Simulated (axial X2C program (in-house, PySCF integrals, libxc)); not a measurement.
## Spin–orbit effects down a group: molecules with Mn, PBE0

Computed with an axial X2C code built on PySCF integrals, spin-free (one-electron X2C) or two-component (2c: spin–orbit coupling with atomic mean-field Coulomb and Gaunt terms, which also bring small scalar terms), in Dyall basis sets with cores contracted in-house; open shells are unrestricted.

Basis sets: Br dyall-cv3z, Cl dyall-av3z, F dyall-av3z, I dyall-cv3z, Mn dyall-cv3z.

```csv
molecule,spin-free state,Re (Å),ωe (cm⁻¹),De (eV),2c state,Re 2c (Å),ωe 2c (cm⁻¹),De 2c (eV)
MnF,"M_S = 3, Λ = 0",1.830,619.0,4.78,Ω = 3,1.830,618.7,4.78
MnCl,?,?,?,?,?,?,?,?
MnBr,"M_S = 3, Λ = 0",2.381,285.4,3.31,Ω = 3,2.382,284.9,3.21
MnI,"M_S = 3, Λ = 0",2.593,235.2,2.77,Ω = 3,2.597,233.6,2.51
```

Problem. Estimate the 2c Re and ωe of MnCl as the mean of its neighbours in the table.

Solution. Re ≈ 2.106 Å, ωe ≈ 451.8 cm⁻¹. The PBE0 runs give the row below, so the estimate misses by -0.131 Å and 71.1 cm⁻¹.

| molecule | spin-free state | Re (Å) | ωe (cm⁻¹) | De (eV) | 2c state | Re 2c (Å) | ωe 2c (cm⁻¹) | De 2c (eV) |
| --- | --- | --- | --- | --- | --- | --- | --- | --- |
| MnCl | M_S = 3, Λ = 0 | 2.236 | 380.9 | 3.78 | Ω = 3 | 2.237 | 380.7 | 3.77 |

Each entry is the lowest single determinant of a limited PBE0 search at one distance. De goes to single-determinant-based atoms at the same level (for ions the charge split of lowest energy) and is withheld (n/a) where an atom does not fit its ground term or J level. Main or longest-lived isotopes. One determinant is a doubtful description, or other states lie close, for MnF, MnCl, MnBr, MnI; these need not be ground states, and all values refer to the states named. Some open-shell Ω = 0 determinants are out of reach, so the Ω given for MnF, MnCl, MnBr, MnI need not be the lowest component. With several unpaired electrons the Ω given is that of one determinant, not necessarily of the lowest component. Some light 2c atoms are not at their ground J level, so De misses part of their lowering (0.04 eV or less). The functionals have no current term, which raises determinants with orbital currents.
